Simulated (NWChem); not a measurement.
CH$_{5}$BS$_{2}$; SMILES CB(S)S

```xyz
9

B     -0.3354     0.0004    -0.0189
C     -1.9133     0.0000    -0.0048
H     -2.3390    -0.8643    -0.5272
H     -2.3427     0.9088    -0.4406
H     -2.2641    -0.0531     1.0357
S      0.4979     1.6149    -0.0082
H      1.7893     1.2211     0.0362
S      0.4983    -1.6148    -0.0087
H      1.7890    -1.2194     0.0361
```
Atoms are numbered in this order, from 1.

Level: B3LYP/6-31G* (spherical d) (NWChem), optimised geometry, unscaled harmonic frequencies. B3LYP is NWChem's, with the RPA form of VWN correlation.

**Question.** List the harmonic frequencies with IR intensities, and the thermochemistry.

**Answer.** 
```
frequency (cm⁻¹)  IR intensity (km/mol)
----------------  ---------------------
58                                  0.0
257                                 4.9
260                                 0.1
362                                 0.1
389                                 1.6
406                                36.7
497                                 5.6
793                                59.9
821                                 4.5
837                                36.6
889                                 7.1
1088                              159.8
1105                               37.4
1382                               32.1
1494                                0.6
1507                                6.6
2674                                1.3
2678                               35.1
3039                                1.4
3099                                9.0
3123                               12.0
```

```yaml
zero_point_energy: 38.2 kcal/mol
thermal correction to the enthalpy at 298.15 K (with zero-point energy): 42.7 kcal/mol
heat capacity Cv: 20.4 cal/(mol K)
entropy at 298.15 K and 1 atm (symmetry number 1): 78.6 cal/(mol K)
dipole_moment: 0.70 D
```

Rigid rotor and harmonic oscillator; modes under 100 cm⁻¹ make the entropy uncertain.
